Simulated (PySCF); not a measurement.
**Electron correlation in F(3+) (fluorine, charge +3)**

[He] 2s2 2p2, high-spin 3P determinant. Computed with PySCF 2.14 in aug-cc-pwCVTZ (7s6p4d2f, 59 functions), with the non-relativistic Hamiltonian (point nucleus). Frozen: nothing; 6 electrons correlated.

```json
{"level": "CCSD", "correlation energy (mhartree)": "-156.27"}
{"level": "(T)", "correlation energy (mhartree)": "-1.51"}
{"level": "CCSD(T)", "correlation energy (mhartree)": "-157.78"}
```

Diagnostics: T1 = 0.0032, D1 = 0.0080, largest double amplitude 0.120.

Cost of the coupled-cluster step: of the order of 4 core-seconds, for 6 correlated electrons.

Iterations:

```
CC2 = 0
CCSD nocc = (np.int64(4), np.int64(2)), nmo = (59, 59)
frozen orbitals [[], []]
max_cycle = 100
direct = 0
conv_tol = 1e-08
conv_tol_normt = 1e-06
diis_space = 8
diis_start_cycle = 0
Init t2, MP2 energy = -0.133553762851854
Init E_corr(UCCSD) = -0.133553762851866
cycle = 1  E_corr(UCCSD) = -0.148894070245707  dE = -0.0153403074  norm(t1,t2) = 0.0329815
cycle = 2  E_corr(UCCSD) = -0.153120195841831  dE = -0.0042261256  norm(t1,t2) = 0.0148861
cycle = 3  E_corr(UCCSD) = -0.156337549639023  dE = -0.0032173538  norm(t1,t2) = 0.00729257
cycle = 4  E_corr(UCCSD) = -0.156258820479038  dE = 7.872916e-05  norm(t1,t2) = 0.000581106
cycle = 5  E_corr(UCCSD) = -0.156270406309238  dE = -1.15858302e-05  norm(t1,t2) = 5.66982e-05
cycle = 6  E_corr(UCCSD) = -0.156268098552141  dE = 2.3077571e-06  norm(t1,t2) = 8.34613e-06
cycle = 7  E_corr(UCCSD) = -0.156268725876399  dE = -6.27324257e-07  norm(t1,t2) = 1.5361e-06
cycle = 8  E_corr(UCCSD) = -0.156268637551611  dE = 8.83247877e-08  norm(t1,t2) = 2.5819e-07
cycle = 9  E_corr(UCCSD) = -0.156268635901821  dE = 1.6497903e-09  norm(t1,t2) = 2.658e-08
UCCSD converged
E(UCCSD) = -95.47405307119529  E_corr = -0.1562686359018206
UCCSD(T) correction = -0.00150526766400958
```
